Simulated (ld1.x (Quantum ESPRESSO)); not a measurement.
## What one change does to a pseudopotential (O (Z = 8), ultrasoft)

* Element: O (Z = 8)
* Generator: ld1.x (Quantum ESPRESSO) 7.5
* Type: ultrasoft
* Functional: PW91
* Relativity: non-relativistic
* Frozen core: [He]
* Valence charge: 6
* Reference configuration: 2s2 2p2 (charge +2)
* Partial waves: 2s (bound): rcut 0.60, rcutus 0.85 bohr; 2s channel at -3.6 Ry: rcut 0.60, rcutus 0.85 bohr; 2p (bound): rcut 1.35, rcutus 1.75 bohr; 2p channel at -2.3 Ry: rcut 1.35, rcutus 1.75 bohr
* Local potential: all-electron potential smoothed inside 1.30 bohr (lloc = -1)
* Core correction: none
* Augmentation charge: PSQ, radius 0.55 bohr

All-electron outer shells of the reference configuration (PW91, non-relativistic, ld1.x):

```
shell  level (eV)  outermost node (bohr)  outermost maximum (bohr)
   2s      -58.36                   0.27                      0.84
   2p      -43.37                      –                      0.74
```

Change: waves 2p (bound): rcut 1.35, rcutus 1.58 bohr; 2p channel at -2.3 Ry: rcut 1.35, rcutus 1.58 bohr.

Cutoffs: the cutoffs (Ry, on a coarse ladder) from which the occupation-weighted sum of valence levels, in a spherical-Bessel basis at the reference potential, stays within 10 and 1 mRy of its value at 400 Ry; they do not see the model core or the augmentation charge, which bear on the density cutoff. Errors are all-electron minus pseudo energies relative to the spin-unpolarised reference configuration.

Task: What does the change do?

Result: The potential gets harder (30 Ry and 55 Ry → 35 Ry and 55 Ry); of the 7 tests that both files solve, the error grows in 5 and shrinks in 0 by more than 15 % and 0.3 meV (median size 6.1 → 40.1 meV); neither file shows a bound ghost. A smaller radius makes the pseudo-wave follow the all-electron one further in, where it bends more sharply, so more plane waves are needed. That the errors move this way runs against the usual rule that smaller radii transfer better.

| quantity | base | changed |
| --- | --- | --- |
| cutoff, loose | 30 Ry | 35 Ry |
| cutoff, tight | 55 Ry | 55 Ry |
| loose cutoff by channel (10 mRy a level) | s 18 Ry, p 21 Ry | s 18 Ry, p 25 Ry |
| bound ghosts | none | none |
| error for 2s2 2p4, meV [ΔE -50.24 eV] | +4.8 | +36 |
| error for 2s2 2p3, meV [ΔE -33.71 eV] | +5.9 | +17 |
| error for 2s2 2p1, meV [ΔE 54.01 eV] | +56 | +64 |
| error for 2s2 2p3.5, meV [ΔE -43.91 eV] | +6.1 | +28 |
| error for 2s1 2p5, meV [ΔE -35.38 eV] | +112 | +153 |
| error for 2s2 2p4.3, meV [ΔE -52.39 eV] | +4.2 | +40 |
| error for 2s2 2p0, meV [ΔE 131.05 eV] | +539 | +543 |
| lowest overlap eigenvalue by channel | s 0.69, p 0.52 | s 0.69, p 1.00 |
